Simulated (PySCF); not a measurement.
**Cl (chlorine, neutral) across methods**

[Ne] 3s1 3p6, 2S determinant (an excited configuration). All numbers are calculated (PySCF 2.14, scalar relativity by spin-free X2C-1e, in dyall-av3z).

```tsv
method	E (hartree)	mean ε 3s α (eV)	mean ε 3p α (eV)	mean ε 3p β (eV)	Σ⟨r²⟩ (bohr²)	⟨S²⟩
LDA	-459.6376	-21.892	-9.689	-8.766	28.41	0.753
PBE0	-460.9559	-24.803	-11.306	-9.722	28.31	0.756
TPSSh	-461.1278	-23.507	-10.448	-9.093	28.23	0.754
revPBE	-461.0613	-21.945	-9.605	-8.587	28.33	0.753
PBE	-460.9538	-21.944	-9.626	-8.630	28.36	0.753
M06-L	-461.0917	-23.142	-10.029	-8.602	27.85	0.757
UHF	-460.33070	-32.716	-15.673	-11.802	28.94	0.780
r2SCAN	-461.0783	-23.143	-10.176	-8.798	28.26	0.758
wB97M-V	-461.0706	-27.215	-13.493	-12.138	28.53	0.753
```
